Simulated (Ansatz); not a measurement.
```
atom   x (Å)   y (Å)    z (Å)
  Al  0.0000  0.0000  -0.6309
   F  0.0000  0.0000   0.9114
```

Basis set: def2-TZVP (spherical functions). Left uncorrelated: 6 orbitals. Charge 0, multiplicity 1.

Computed with Ansatz (development build ahead of 0.2.0); each method stands on the lowest determinant of its kind that the runs found. Restricted open shells among the atoms or ions are ROHF, correlated in semicanonical orbitals with singles.

The atomization energy at this shape (free ground-state atoms in the same class of orbitals less the molecule, no zero-point energy) of singlet AlF:

```csv
method,atomization energy
RHF,5.21 eV
```

Task: What does RHF-MP2 give?

Result: 6.91 eV. Caution: the shape is not the minimum.
